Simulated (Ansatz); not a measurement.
AlClH4OSi (`O[SiH2][AlH][Cl]`), charge 0, multiplicity 1.

Task: Give a relaxed structure at PBE0-D4/def2-TZVP (the Gaussian-basis code of Ansatz). (An estimate is asked.)

Result: Computed: 
Cartesian coordinates in Å:
```
O 1.2751 0.2555 1.3689
Si 1.0125 -0.1360 -0.2180
Al -1.3997 0.0019 -0.6583
Cl -2.4537 0.4002 1.1344
H 0.4959 0.3396 1.9216
H 1.7989 0.7977 -1.0722
H 1.5351 -1.5045 -0.5038
H -2.2641 -0.1544 -1.9726
```
